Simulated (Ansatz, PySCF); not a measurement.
C3H7NSi, SMILES CC1=NC[SiH2]1. Atoms are numbered in the order given.

```xyz
12

C      2.2054    -0.0619    -0.0013
C      0.7175    -0.0795    -0.1072
N      0.0765    -0.6106    -1.0955
C     -1.3673    -0.3948    -0.7789
Si    -0.8316     0.4866     0.8350
H      2.6536    -0.5586    -0.8754
H      2.5793     0.9740     0.0597
H      2.5364    -0.5747     0.9175
H     -1.9064    -1.3529    -0.6989
H     -1.8636     0.2013    -1.5622
H     -1.1421    -0.1582     2.1479
H     -1.0836     1.9539     0.9747
```

Geometry: B3LYP-D3(BJ)/def2-SVP. This is a generated structure with no PubChem entry under its InChIKey; it may be hypothetical.

Two levels are set side by side: PBE-D3(BJ)/def2-SVP (Ansatz, a quantum-chemistry and plane-wave program) and B3LYP-D3(BJ)/def2-SVP (Ansatz). Each level has its own optimised geometry; the coordinates shown are those of the second. Frequencies come from the Hessian of PySCF at each geometry. Differences are taken from unrounded values.

| quantity | B3LYP-D3(BJ) | PBE-D3(BJ) | PBE-D3(BJ) minus B3LYP-D3(BJ) |
|---|---|---|---|
| mean bond length (Å) | 1.383 | 1.391 | 0.008 |
| bond C1–C2 (Å) | 1.492 | 1.491 | -0.001 |
| bond C2–N3 (Å) | 1.292 | 1.303 | 0.011 |
| bond C2–Si5 (Å) | 1.900 | 1.907 | 0.007 |
| bond N3–C4 (Å) | 1.494 | 1.495 | 0.001 |
| bond C4–Si5 (Å) | 1.915 | 1.922 | 0.007 |
| bond C1–H6 (Å) | 1.101 | 1.108 | 0.008 |
| bond C1–H7 (Å) | 1.103 | 1.110 | 0.007 |
| bond C1–H8 (Å) | 1.103 | 1.110 | 0.007 |
| bond C4–H9 (Å) | 1.102 | 1.110 | 0.008 |
| bond C4–H10 (Å) | 1.102 | 1.110 | 0.008 |
| bond Si5–H11 (Å) | 1.495 | 1.510 | 0.015 |
| bond Si5–H12 (Å) | 1.495 | 1.510 | 0.015 |
| highest harmonic wavenumber (cm⁻¹) | 3127 | 3073 | -54 |
| mean harmonic wavenumber (cm⁻¹) | 1336 | 1297 | -40 |
| zero-point energy (kcal/mol) | 57.32 | 55.61 | -1.70 |

GGA bonds tend to be longer and softer than those of functionals with exact exchange. Differences between two approximate levels are no errors against the true value.
